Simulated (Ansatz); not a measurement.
CH₄O₃SW, SMILES `C[O][W](=[O])([OH])=[S]`. The species carries charge 0 and has multiplicity 1. Correlated methods include outer-core shells of W, which these sets cover unevenly. W takes the def2 core potential.

Z-matrix (Å, degrees):
```
C
W 1 3.079
O 1 1.409 2 21.8
H 1 1.092 2 115.3 3 -78.2
H 1 1.093 2 88.9 3 170.5
H 1 1.092 2 121.7 3 57.9
O 2 1.880 1 118.1 3 -65.0
O 2 1.701 1 115.8 3 68.4
S 2 2.140 1 92.1 3 -178.9
H 7 0.960 2 123.7 1 130.5
```

Give the diagnostics of a CCSD(T)/def2-TZVPP run (frozen core, the Gaussian-basis code of Ansatz). (An estimate is asked.)

Computed: T1 = 0.0217, largest single amplitude 0.052, largest double 0.066, (T) share of the correlation energy 5.3 %, 14 CCSD cycles. The RHF solution is stable towards an unrestricted one. T1 lies over the customary mark of 0.02 for closed shells; compounds of d metals often pass it without a breakdown.
